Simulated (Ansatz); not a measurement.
ZrAg4⁺, relaxed as a doublet with UKS r2SCAN-D4/def2-SVP in Ansatz, starting from the GFN2-xTB geometry. Force threshold 0.02 eV/Å.

In the def2 sets Ag, Zr take a core potential; there is no spin–orbit coupling. The structure comes from a short search, and lower isomers may exist.

Start:

```xyz
5

Zr   -0.2751    0.6874   -0.1484
Ag    0.6287   -1.5390    1.8824
Ag    0.8453   -2.1431   -0.8113
Ag   -0.1956    0.6894   -3.0570
Ag   -1.0034    2.3053    2.1344
```

```json
{"step": "1", "energy (eV)": "-17274.9552", "largest force component (eV/Å)": "0.869", "SCF passes": "135"}
{"step": "2", "energy (eV)": "-17275.4071", "largest force component (eV/Å)": "0.488", "SCF passes": "73"}
{"step": "3", "energy (eV)": "-17275.6872", "largest force component (eV/Å)": "0.464", "SCF passes": "90"}
{"step": "4", "energy (eV)": "-17275.9385", "largest force component (eV/Å)": "0.349", "SCF passes": "73"}
{"step": "5", "energy (eV)": "-17276.1448", "largest force component (eV/Å)": "0.376", "SCF passes": "58"}
{"step": "6", "energy (eV)": "-17276.3691", "largest force component (eV/Å)": "0.380", "SCF passes": "63"}
{"step": "7", "energy (eV)": "-17276.4726", "largest force component (eV/Å)": "0.332", "SCF passes": "64"}
{"step": "8", "energy (eV)": "-17276.4979", "largest force component (eV/Å)": "0.055", "SCF passes": "50"}
{"step": "9", "energy (eV)": "-17276.4987", "largest force component (eV/Å)": "0.007", "SCF passes": "50"}
```

Force components are those of the run's own axes.

End:

Cartesian coordinates in Å:
```
Zr -0.308 1.013 -0.332
Ag 0.307 -0.870 1.673
Ag 0.648 -1.593 -0.837
Ag 0.051 -0.041 -2.937
Ag -0.699 1.491 2.433
```

Bonds formed: Ag2–Ag5, Ag3–Ag4 (atoms count from 1). The end is the same structure that another start reached, the lowest one found.

No frequencies were taken in this run, so the end may be a saddle point.

It took 5 min on 4 threads of Arm Neoverse V1 on a shared host, peak host memory 0.65 GiB.
